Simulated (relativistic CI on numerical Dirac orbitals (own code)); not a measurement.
**Sensitivity of the levels of Lu²²⁺ to α and to the nuclear radius**

Calculated at this level of theory: Dirac-Coulomb-Breit CI, KLI orbitals optimised for each configuration, derivatives by finite differences, unscaled Slater integrals, QED left out (own radial code, finite nucleus).

CI space (outside the closed core [Kr] 4d10): 4f³, 4f²5s, 4f5s², 4f²5p, 4f5s5p, 4f5p², 4f²5d, 4f5s5d. Levels of other configurations are missing.

With x = (α/α₀)² − 1 an excitation energy changes as ω = ω₀ + qx; K = 2q/ω₀ is the relative enhancement. Terms are leading LS components, so labels can repeat. The field-shift factor is F = δν/δ⟨r²⟩ for the transition from the lowest level.

Lowest level 4f³ ⁴I°9/2.

```tsv
Level	ω₀ (cm⁻¹)	q (cm⁻¹)	K	F (GHz/fm²)
4f³ ⁴I°11/2	13560.7	14960	2.21	0.581
4f³ ⁴I°13/2	26014.6	25940	1.99	1.03
4f³ ⁴F°3/2	35184.0	2461	0.14	0.354
4f³ ⁴I°15/2	37436.8	33990	1.82	1.38
4f³ ²H°9/2	38874.4	10740	0.553	0.652
4f³ ⁴F°5/2	44079.8	13640	0.619	0.78
4f³ ⁴S°3/2	47772.5	15880	0.665	0.875
4f³ ⁴F°7/2	48268.1	16190	0.671	0.897
4f³ ⁴G°5/2	53764.2	7525	0.28	0.669
4f³ ⁴F°9/2	57930.7	29020	1	1.38
4f³ ⁴G°7/2	58576.6	19140	0.654	1.07
4f³ ²H°11/2	59583.8	28770	0.966	1.39
4f³ ²K°13/2	61444.2	19350	0.63	1.11
4f³ ²G°7/2	68242.6	27800	0.815	1.42
4f³ ²D°3/2	70155.0	23060	0.657	1.29
4f³ ⁴G°9/2	71519.5	27540	0.77	1.44
4f³ ²K°15/2	72119.8	25590	0.71	1.4
4f³ ²P°1/2	74876.6	17890	0.478	1.16
4f³ ²D°5/2	80289.3	23670	0.59	1.38
4f³ ⁴G°11/2	80715.9	29980	0.743	1.6
4f³ ²G°9/2	83482.3	44550	1.07	2.07
4f³ ⁴D°3/2	88242.5	14880	0.337	1.17
4f³ ⁴D°5/2	88511.6	16010	0.362	1.22
```

At this charge energies of transitions that change n are usually good to better than 1 %, and those within a shell (Δn = 0) to a few per cent. Terms inside the open d or f shell come out 10 to 20 % too wide with unscaled integrals.
